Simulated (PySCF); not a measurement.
Compound: C₄H₆Se.
InChI=1S/C4H6Se/c1-2-4-5-3-1/h1,3H,2,4H2

Computed with PySCF, TDDFT PBE0/def2-SVPD, vertical, gas phase, core orbitals frozen in the response. The structure is a single PBE0-D3(BJ)/def2-SVP conformer in the gas phase; no vibrational or solvent corrections. Relativistic effects, spin–orbit coupling among them, are left out although an element past zinc is present.

Broadening: Gaussians 0.3 eV wide at half height, area fixed by f = 4.319×10⁻⁹ ∫ε dν̃. The width is an assumption, not a result. The curve ends short of the highest state used, and states not computed would add to its high-energy end.

| λ (nm) | ε (L mol⁻¹ cm⁻¹) |
| --- | --- |
| 195.8 | 1235 |
| 199.8 | 1742 |
| 203.8 | 2930 |
| 207.7 | 2432 |
| 211.7 | 1140 |
| 215.6 | 935 |
| 219.6 | 1467 |
| 223.6 | 1965 |
| 227.5 | 2381 |
| 231.5 | 2433 |
| 235.4 | 2207 |
| 239.4 | 3108 |
| 243.4 | 5880 |
| 247.3 | 8489 |
| 251.3 | 8459 |
| 255.2 | 5898 |
| 259.2 | 2913 |
| 263.1 | 1087 |
| 267.1 | 300 |
| 271.1 | 65 |
| 275.0 | 14 |
| 279.0 | 12 |
| 282.9 | 29 |
| 286.9 | 60 |
| 290.9 | 98 |
| 294.8 | 127 |
| 298.8 | 136 |
| 302.7 | 122 |
| 306.7 | 91 |
| 310.7 | 58 |
| 314.6 | 32 |
| 318.6 | 15 |
| 322.5 | 7 |
| 326.5 | 3 |
| 330.5 | 1 |
| 334.4 | 0 |

**Question.** Where are the band maxima, and which computed states make them?

**Answer.** 298 nm (4.16 eV), ε about 140, made up of S1 (100%); 249 nm (4.97 eV), ε about 8900, made up of S2 (100%); 230 nm (5.39 eV), ε about 2500, made up of S3 (87%) and S4 (11%); 205 nm (6.06 eV), ε about 3000, made up of S5 (93%) (ε in L mol⁻¹ cm⁻¹; maxima over ε = 5, shares over 10%). At its high-energy end, 6.33 eV, the curve is still rising (ε about 1200, from S5 and S7). The states used: S1 4.16 eV (f 0.0015); S2 4.97 eV (f 0.099); S3 5.37 eV (f 0.024); S4 5.62 eV (f 0.014); S5 6.05 eV (f 0.031); S6 6.16 eV (f 0.0031); S7 6.47 eV (f 0.018); S8 6.86 eV (f 0.0032); S9 6.90 eV (f 0.012); S10 6.93 eV (f 0.019).

**Question.** Coming from long wavelengths, where does ε first pass 100 L mol⁻¹ cm⁻¹?

**Answer.** At about 306 nm (4.06 eV), 0.10 eV below S1.

**Question.** On this curve, what absorbance would a 10⁻⁵ mol/L sample give at 280 nm over a 1 cm path?

**Answer.** 280 nm is 4.428 eV, where ε is about 15 L mol⁻¹ cm⁻¹, so A = ε c l ≈ 0.00015 (Beer–Lambert, with the gas-phase spectrum and the assumed width).

**Question.** Does any computed singlet lie in the visible range?

**Answer.** No computed singlet lies in the visible range (380 to 750 nm); the lowest, at 298 nm, stands 0.89 eV above its violet end (3.26 eV).

All these states lie below the vertical ionisation energy of 7.77 eV (ΔSCF).
